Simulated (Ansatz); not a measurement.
Geometry optimisation, RKS PBE-D4/def2-SVP (Ansatz).

Input:

```yaml
crystal:
  periodic: [false, false, false]
  atoms:
    - { symbol: Zn, position_ang: [-0.944399, 0.120025, -0.628408] }
    - { symbol: Cl, position_ang: [0.205773, -0.163891, 2.592341] }
    - { symbol: Cl, position_ang: [0.753873, -0.030374, -1.869004] }
    - { symbol: S, position_ang: [-2.894502, 0.280823, 0.486349] }
    - { symbol: H, position_ang: [-3.110532, -1.06348, 0.331096] }
    - { symbol: H, position_ang: [-1.109213, -0.015903, 2.343926] }
basis:
  gaussian: { orbitals: def2-SVP }
hamiltonian:
  xc: pbe
  dispersion: d4
relax:
  f_tol: 0.03
  max_steps: 50
```

Run as:

```bash
$ ansatz run input.yaml --threads 2 --pin off --max-ram 3072MiB --backend cpu --events-out ev --progress --plain --runs-dir out
```

Task: Where does it end, and by what steps?

Result: The forces met the threshold. After 9 steps the energy has fallen by 0.167 eV; Cl2 moved furthest, 0.43 Å. Joined: Zn1–Cl2 (3.43 → 2.62 Å).

```json
{"step": "0", "energy less start (eV)": "0.0000", "largest force component (eV/Å)": "0.872", "accepted": "yes"}
{"step": "1", "energy less start (eV)": "-0.0956", "largest force component (eV/Å)": "0.244", "accepted": "yes"}
{"step": "2", "energy less start (eV)": "-0.1244", "largest force component (eV/Å)": "0.514", "accepted": "yes"}
{"step": "3", "energy less start (eV)": "-0.1251", "largest force component (eV/Å)": "0.362", "accepted": "yes"}
{"step": "4", "energy less start (eV)": "-0.1575", "largest force component (eV/Å)": "0.273", "accepted": "yes"}
{"step": "5", "energy less start (eV)": "-0.1644", "largest force component (eV/Å)": "0.145", "accepted": "yes"}
{"step": "6", "energy less start (eV)": "-0.1658", "largest force component (eV/Å)": "0.076", "accepted": "yes"}
{"step": "7", "energy less start (eV)": "-0.1663", "largest force component (eV/Å)": "0.061", "accepted": "yes"}
{"step": "8", "energy less start (eV)": "-0.1667", "largest force component (eV/Å)": "0.053", "accepted": "yes"}
{"step": "9", "energy less start (eV)": "-0.1669", "largest force component (eV/Å)": "0.023", "accepted": "yes"}
```

```xyz
6
Properties=species:S:1:pos:R:3
Zn -0.745 0.089 -0.297
Cl 0.041 -0.195 2.191
Cl 0.758 0.002 -1.790
S -2.808 0.288 0.618
H -3.028 -1.055 0.520
H -1.317 0.000 2.015
```

Whether the end is a true minimum wasn't checked by a vibrational analysis.

Time of the run: 20 s on 2 threads of Arm Neoverse V1, with other jobs on the host, peak memory 0.15 GiB.
